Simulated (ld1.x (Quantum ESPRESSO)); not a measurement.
**What one change does to a pseudopotential (phosphorus, TM)**

| Item | Value |
| --- | --- |
| Element | P |
| Generator | ld1.x (Quantum ESPRESSO) 7.5 |
| Type | norm-conserving Troullier–Martins (Kleinman–Bylander form) |
| Functional | LDA (PZ) |
| Relativity | scalar-relativistic |
| Frozen core | [Ne] |
| Valence charge | 5 |
| Reference configuration | 3s2 3p2.75 (charge +0.25) |
| Partial waves | 3p (bound): rc 1.45 bohr; 3s (bound): rc 1.65 bohr |
| Local potential | the s channel |
| Core correction | none |

All-electron outer shells of the reference configuration (LDA (PZ), scalar-relativistic, ld1.x):

```csv
shell,level (eV),outermost node (bohr),outermost maximum (bohr)
2p,-126.93,–,0.35
3s,-16.19,0.66,1.56
3p,-7.62,0.64,1.81
```

Change: wave 3p (bound): rc 1.45 bohr becomes 3p (bound): rc 1.52 bohr.

Cutoffs: the cutoffs (Ry, on a coarse ladder) from which the occupation-weighted sum of valence levels, in a spherical-Bessel basis at the reference potential, stays within 10 and 1 mRy of its value at 400 Ry; they do not see the model core or the augmentation charge, which bear on the density cutoff. Errors are all-electron minus pseudo energies relative to the spin-unpolarised reference configuration.

Question: How do hardness, ghosts and transferability respond?

Answer: The potential gets softer (35 Ry and 55 Ry → 30 Ry and 50 Ry); the errors of the 9 common tests hardly move; neither file shows a bound ghost. A larger radius leaves more room for a smooth pseudo-wave, so fewer plane waves are needed.

```tsv
quantity	base	changed
cutoff, loose	35 Ry	30 Ry
cutoff, tight	55 Ry	50 Ry
bound ghosts	none	none
error for 3s2 3p3, meV [ΔE -1.65 eV]	+0.3	+0.3
error for 3s2 3p2, meV [ΔE 8.17 eV]	+2.9	+2.9
error for 3s2 3p1, meV [ΔE 27.42 eV]	+31	+31
error for 3s2 3p2.5, meV [ΔE 2.17 eV]	+0.2	+0.1
error for 3s2 3p3.3, meV [ΔE -2.99 eV]	+0.9	+0.9
error for 3s0 3p5, meV [ΔE 15.49 eV]	+12	+11
error for 3s1 3p3, meV [ΔE 17.24 eV]	+11	+11
error for 3s2 3p2.75 (spin-polarised), meV [ΔE -1.35 eV]	+109	+110
error for 3s2 3p3 (spin-polarised), meV [ΔE -3.16 eV]	+117	+119
s: phases at 1.80 bohr within 0.05 rad from the reference energy up to (Ry; the scan ends near 5)	4.4	4.4
p: phases at 1.80 bohr within 0.05 rad from the reference energy up to (Ry; the scan ends near 5)	4.4	4.6
```
